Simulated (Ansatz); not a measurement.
The cluster B₈N⁺, relaxed as a singlet with RKS PBE0-D4/def2-SVP in Ansatz, starting from the GFN1-xTB geometry. Force threshold 0.02 eV/Å.

The structure comes from a short search, and lower isomers may exist.

Start:

```xyz
9

N     1.6867   -0.6067    1.4198
B     0.3984   -0.7769    1.7246
B     1.8709    0.2354    0.4011
B    -1.8401   -0.7410   -0.2895
B    -0.0051    0.5341   -1.9391
B     0.9247    0.9044   -0.6989
B    -1.4273    0.0684   -1.5428
B    -0.9840   -0.4111    1.0122
B    -0.6242    0.7935   -0.0875
```

Estimate the energy that the relaxation releases and the steps that it takes.

97.4 kJ/mol, in 10 steps; 17 s on 4 threads of Intel Xeon Platinum 8488C on a shared host. No frequencies were taken in this run, so the end may be a saddle point.

Does the start keep its bonding and symmetry?

Bonds formed: B2–B3 (atoms count from 1). Point group Cs at the start, Cs at the end, both within 0.05 Å.

Predict the relaxed structure.


```xyz
9

N     1.814   -0.444    1.686
B     0.501   -0.677    1.682
B     1.793    0.214    0.526
B    -1.954   -0.531   -0.269
B    -0.127    0.729   -1.904
B     1.059    0.727   -0.839
B    -1.584    0.204   -1.613
B    -0.972   -0.673    0.979
B    -0.532    0.450   -0.248
```
Bond lengths: 12 × B–B 1.58 to 1.95 Å; 2 × B–N 1.33 Å.
